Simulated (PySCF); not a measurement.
Magnetic susceptibility: `C#C/C(=C/C)CC`, C7H10

Cartesian coordinates in Å; atom numbers follow the order of the lines, from 1:
```xyz
17

C    -2.030    2.368    0.195
C    -1.131    1.572    0.196
C    -0.103    0.596    0.219
C     1.102    0.893   -0.275
C     2.285   -0.011   -0.348
C    -0.512   -0.738    0.789
C    -1.131   -1.619   -0.297
H    -2.804    3.076    0.190
H     1.266    1.891   -0.664
H     2.043   -1.032   -0.069
H     2.683   -0.015   -1.363
H     3.074    0.354    0.311
H     0.350   -1.242    1.229
H    -1.247   -0.575    1.580
H    -1.437   -2.577    0.118
H    -0.415   -1.799   -1.096
H    -2.004   -1.130   -0.724
```

Computed with GIAO OLYP/pcseg-1 magnetisability, non-relativistic, IEF-PCM dichloromethane in PySCF. Geometry: GFN2-xTB.

Question: How diamagnetic is it, and how anisotropic?

Answer: Isotropic -1159 × 10⁻³⁰ J/T², or -69.8 × 10⁻⁶ cm³/mol; principal values -1253, -1158, -1066 × 10⁻³⁰ J/T², anisotropy 162 × 10⁻³⁰ J/T² (root of half the summed squared differences of the principal values). The susceptibility is in cgs units.

Question: Split it along the inertial axes a, b, c into diamagnetic and paramagnetic parts about the centre of mass, with the quadrupole moment.

Answer: 
| axis | χ (10⁻⁶ cm³/mol) | diamagnetic (10⁻⁶ cm³/mol) | paramagnetic (10⁻⁶ cm³/mol) | summed x² of all electrons (Å²) | quadrupole Θ (D Å) |
| --- | --- | --- | --- | --- | --- |
| a | -69.8 | -496.6 | 426.8 | 138.5 | +5.86 |
| b | -66.4 | -679.9 | 613.6 | 95.3 | -0.76 |
| c | -73.2 | -991.7 | 918.5 | 21.8 | -5.09 |

Anisotropies 2χaa − χbb − χcc = 0.0 and 2χbb − χaa − χcc = +10.3 × 10⁻⁶ cm³/mol. Θ is traceless in Buckingham's convention.
